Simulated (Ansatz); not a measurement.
Species: C10H12Si, SMILES `C=C/C=C/c1ccccc1[SiH3]` (C–C–C–C torsion 180°, C–C–C–C torsion -11°) (charge 0, multiplicity 1).

Question: Give a relaxed geometry from B3LYP-D3(BJ)/def2-SVP (Ansatz, a program for electronic structure).

Answer: One answer among several that fit: the end point of this relaxation, one of several conformers (outside a Z-matrix the atoms follow the SMILES, hydrogens last).
Bond lengths (Å): C1–C2 1.345, C1–H12 1.092, C1–H13 1.095, C2–C3 1.450, C2–H14 1.097, C3–C4 1.353, C3–H15 1.095, C4–C5 1.466, C4–H16 1.096, C5–C6 1.410, C5–C10 1.422, C6–C7 1.392, C6–H17 1.091, C7–C8 1.398, C7–H18 1.093, C8–C9 1.396, C8–H19 1.092, C9–C10 1.406, C9–H20 1.093, C10–Si11 1.886, Si11–H21 1.491, Si11–H22 1.493, Si11–H23 1.494. Bond angles (°): C2–C1–H12 121.6, C2–C1–H13 121.3, H12–C1–H13 117.1, C1–C2–C3 124.4, C1–C2–H14 119.2, C3–C2–H14 116.3, C2–C3–C4 123.6, C2–C3–H15 116.3, C4–C3–H15 120.1, C3–C4–C5 127.4, C3–C4–H16 116.5, C5–C4–H16 116.1, C4–C5–C6 121.3, C4–C5–C10 120.0, C6–C5–C10 118.7, C5–C6–C7 121.4, C5–C6–H17 119.6, C7–C6–H17 119.1, C6–C7–C8 120.1, C6–C7–H18 119.7, C8–C7–H18 120.2, C7–C8–C9 119.4, C7–C8–H19 120.4, C9–C8–H19 120.2, C8–C9–C10 121.6, C8–C9–H20 118.9, C10–C9–H20 119.5, C5–C10–C9 118.9, C5–C10–Si11 123.0, C9–C10–Si11 118.1, C10–Si11–H21 107.8, C10–Si11–H22 111.8, C10–Si11–H23 111.9, H21–Si11–H22 109.0, H21–Si11–H23 108.8, H22–Si11–H23 107.4.
